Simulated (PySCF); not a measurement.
Correlation energy of Se⁺ (selenium, charge +1)

[Ar] 3d10 4s2 4p3, high-spin 4S determinant. Computed with PySCF 2.14 in ANO-RCC-VTZP, with the spin-free X2C one-electron Hamiltonian (Gaussian nucleus). Frozen: [Ar] 3d10; 5 electrons correlated.

```
  level  correlation energy (mhartree)
   CCSD                         -88.54
    (T)                          -2.43
CCSD(T)                         -90.97
  CCSDT                         -91.51
```

Diagnostics: T1 = 0.0019, D1 = 0.0047, largest double amplitude 0.050.

Cost of the coupled-cluster step: of the order of 0.6 core-seconds, for 5 correlated electrons.

Iterations:

```
CC2 = 0
CCSD nocc = (np.int64(4), np.int64(1)), nmo = (29, 29)
frozen orbitals [[0, 1, 2, 3, 4, 5, 6, 7, 8, 9, 10, 11, 12, 13], [0, 1, 2, 3, 4, 5, 6, 7, 8, 9, 10, 11, 12, 13]]
max_cycle = 100
direct = 0
conv_tol = 1e-08
conv_tol_normt = 1e-06
diis_space = 8
diis_start_cycle = 0
Init t2, MP2 energy = -0.073646771647421
Init E_corr(UCCSD) = -0.0736467716627845
cycle = 1  E_corr(UCCSD) = -0.0855971298777113  dE = -0.0119503582  norm(t1,t2) = 0.0339196
cycle = 2  E_corr(UCCSD) = -0.0877961991792906  dE = -0.0021990693  norm(t1,t2) = 0.008844
cycle = 3  E_corr(UCCSD) = -0.0885558592751814  dE = -0.000759660096  norm(t1,t2) = 0.00297495
cycle = 4  E_corr(UCCSD) = -0.088539401295305  dE = 1.64579799e-05  norm(t1,t2) = 0.000394122
cycle = 5  E_corr(UCCSD) = -0.0885391486282568  dE = 2.52667048e-07  norm(t1,t2) = 4.10039e-05
cycle = 6  E_corr(UCCSD) = -0.0885390322395224  dE = 1.16388734e-07  norm(t1,t2) = 7.59874e-06
cycle = 7  E_corr(UCCSD) = -0.0885391099605655  dE = -7.7721043e-08  norm(t1,t2) = 1.66835e-06
cycle = 8  E_corr(UCCSD) = -0.0885390826958527  dE = 2.72647128e-08  norm(t1,t2) = 1.43609e-07
cycle = 9  E_corr(UCCSD) = -0.088539085652738  dE = -2.95688529e-09  norm(t1,t2) = 2.59937e-08
UCCSD converged
E(UCCSD) = -2427.845296136816  E_corr = -0.08853908565273796
UCCSD(T) correction = -0.00243413095736341
```
